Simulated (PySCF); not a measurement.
C4H10Si2, SMILES C#CCC([SiH3])[SiH3]. Geometry optimised at PBE-D3(BJ)/def2-SVP. This is a generated structure with no PubChem entry under its InChIKey; it may be hypothetical. Other conformers were not sampled.

Problem. Give the equilibrium geometry at PBE-D3(BJ)/def2-SVP (PySCF confirms it by a frequency run) as Cartesian coordinates in Å. (Estimate from the structure and the level; the computed values follow.)

Solution. Several could match; the one computed here: 
```xyz
16

C      3.0813    -0.6249    -0.9102
C      1.9322    -0.8982    -0.5933
C      0.5532    -1.1853    -0.2024
C     -0.1644     0.0035     0.4976
Si    -0.1849     1.5929    -0.5598
Si    -1.9269    -0.4723     1.0355
H      4.0970    -0.3895    -1.1949
H      0.5462    -2.0782     0.4630
H     -0.0205    -1.4865    -1.1086
H      0.3851     0.2597     1.4319
H     -0.6881     1.2588    -1.9390
H      1.1770     2.2179    -0.6658
H     -1.1249     2.5892     0.0665
H     -1.8976    -1.7754     1.7933
H     -2.5123     0.5964     1.9155
H     -2.8100    -0.6507    -0.1719
```
